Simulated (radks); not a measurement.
Values are calculated unless marked as measured or tabulated.
Spin polarisation of the 3d6 shell in Fe. Start: [Ar] 3d(up 3, down 3) 4s2; electrons of 3d are moved from spin down to spin up, other shells keep equal spins. Level of theory: scalar-relativistic Kohn-Sham, LDA (Slater exchange, Perdew-Wang correlation), spin-polarised, spherical densities, point nucleus (a radial shooting solver on a logarithmic mesh with Libxc functionals).

moment (Bohr magnetons)  E - E(0) (eV)  e(3d up) (eV)  e(3d down) (eV)  4s down minus up (eV)  3p down minus up (eV)  3s down minus up (eV)
0                                0.000         -7.753           -7.753                  0.000                  0.000                  0.000
1                               -0.220         -8.166           -7.286                  0.186                  1.006                  1.034
2                               -0.880         -8.525           -6.766                  0.374                  2.012                  2.068
3                               -1.978         -8.826           -6.192                  0.567                  3.017                  3.099
4                               -3.513         -9.064           -5.561                  0.768                  4.018                  4.126

At moment 4 the spin-polarisation energy is -3.513 eV and the 3d exchange splitting 3.503 eV, that is 0.876 eV per Bohr magneton; E = -I m^2/4 would give I = 0.878 eV.
